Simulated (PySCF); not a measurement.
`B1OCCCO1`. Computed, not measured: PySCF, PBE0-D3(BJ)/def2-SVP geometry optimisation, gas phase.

```
atom  x, y, z in Å
B1    -0.4060    1.0635   -0.1239
O2     0.9347    0.8744   -0.2393
C3     1.4496   -0.3983   -0.5701
C4     0.5046   -1.5057   -0.1434
C5    -0.8860   -1.2234   -0.6805
O6    -1.3159    0.0759   -0.3328
H7    -0.8056    2.1592    0.1807
H8     2.4307   -0.5027   -0.0809
H9     1.6245   -0.4413   -1.6602
H10    0.4690   -1.5557    0.9582
H11    0.8667   -2.4811   -0.5037
H12   -0.9007   -1.3230   -1.7810
H13   -1.6211   -1.9391   -0.2806
```

(1) Where is the centre of mass (commonest isotopes), and what is the radius of gyration?

(2) How far are the heavy atoms from their best plane (unweighted least squares)?

(3) What is the longest distance between nuclei?

(4) Work out the bond lengths B1–O2, B1–O6, B1–H7, C4–C5 in Å.

(5) Give the dihedral angles H11–C4–C5–H13, H10–C4–C5–O6, H13–C5–O6–B1, C3–C4–C5–H12.

(6) How far apart are these pairs, which share no bond: C3···H10, C3···H11, O6···H12, H7···H8, H9···H11, H11···H13?

(7) What are the angles H8–C3–H9, O2–C3–H9, C4–C3–H8, C5–C4–H11, H10–C4–H11, C4–C5–O6?

(8) What is the repulsion energy of the bare nuclei, Σ ZA·ZB/RAB?

(9) Write the matrix of distances between heavy atoms (Å, lower triangle).

Results:

(1) Mass 86.054 u; centre at (0.050, -0.195, -0.354) Å; Rg = √(Σ m r²/M) = 1.492 Å. As Ia + Ib + Ic = 2 Σ m r², the three principal moments sum to 383.3 u·Å².

(2) 0.188 Å rms; B1 0.11, O2 0.00, C3 0.21, C4 0.33, C5 0.22, O6 0.00 Å (magnitudes).

(3) H7···H11, 4.98 Å; the next longest distance is 4.30 Å.

(4) For B1–O2 the difference vector is (1.3407, -0.1891, -0.1154) Å, of length 1.3589 Å. B1–O2 1.359; B1–O6 1.359; B1–H7 1.205; C4–C5 1.517 Å.

(5) H11–C4–C5–H13 65° (synclinal); H10–C4–C5–O6 68° (synclinal); H13–C5–O6–B1 150°; C3–C4–C5–H12 69° (synclinal). Dihedral signs follow IUPAC: positive where, seen along the central bond, the front bond turns clockwise onto the rear one.

(6) C3···H10 2.153 Å (2 bonds apart); C3···H11 2.164 Å (2 bonds apart); O6···H12 2.056 Å (2 bonds apart); H7···H8 4.199 Å (4 bonds apart); H9···H11 2.464 Å (3 bonds apart); H11···H13 2.556 Å (3 bonds apart).

(7) From the scalar product of the two bond vectors; for H8–C3–H9 it is -0.3572 Å² over 1.1013 × 1.1049 Å², cos θ = -0.2936. H8–C3–H9 107.1°; O2–C3–H9 108.9°; C4–C3–H8 111.1°; C5–C4–H11 110.5°; H10–C4–H11 107.3°; C4–C5–O6 111.3°.

(8) 241.54 Eh over 78 pairs, with full nuclear charges and distances in bohr; the largest single term is 17.99 Eh (C5 with O6, or a pair equal to it).

(9) 
```
B1    0.000
O2    1.359  0.000
C3    2.404  1.412  0.000
C4    2.726  2.421  1.517  0.000
C5    2.402  2.813  2.480  1.517  0.000
O6    1.359  2.390  2.816  2.419  1.412  0.000
```

The point group is Cs within 0.08 Å; differences among equivalent distances and angles are scatter left by the optimiser. No PBE0-D3(BJ)/def2-SVP frequencies stand behind this structure, so it isn't proved a minimum. One conformer, not necessarily the lowest.
